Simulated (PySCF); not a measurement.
Dipole response of Kr (krypton, neutral)

[Kr], closed-shell 1S. Computed with PySCF 2.14 in aug-cc-pVDZ-DK, with scalar relativity by spin-free X2C-1e. Coupled (time-dependent) response in atomic units; α is the mean over directions. A double-zeta set is small for polarisabilities.

```tsv
method	mean α (bohr³)	C₆ (like pair)	S(−4)
UHF	14.43	109.7	35.67
PBE	15.48	118.7	46.58
PBE0	15.07	115.2	41.85
B3LYP	15.10	114.8	43.63
r2SCANh	14.92	116.7	38.14
```

S(−4) is the Cauchy moment in α(ω) = α(0) + S(−4) ω² + …

Reference α: 16.78 ± 0.02 bohr³ (recommended; Schwerdtfeger and Nagle, table of static dipole polarizabilities (2023 update)). Published C₆: 130.0 (Chu and Dalgarno (2004); Tang, Norbeck and Certain (1976)).

α(iu) at PBE0:

| u (hartree) | α(iu) (bohr³) |
| --- | --- |
| 0 | 15.07 |
| 0.0500 | 14.97 |
| 0.100 | 14.67 |
| 0.200 | 13.64 |
| 0.300 | 12.30 |
| 0.500 | 9.576 |
| 0.750 | 6.851 |
| 1.00 | 4.956 |
| 1.50 | 2.803 |
| 2.00 | 1.756 |
| 3.00 | 0.8559 |
| 5.00 | 0.3278 |

A single London oscillator, α(iu) = α/(1 + u²/ω²), gives C₆ = (3/4) ω α². Matching the computed C₆ needs ω = 4 × 115.2 / (3 × 15.07²) = 0.676 hartree.
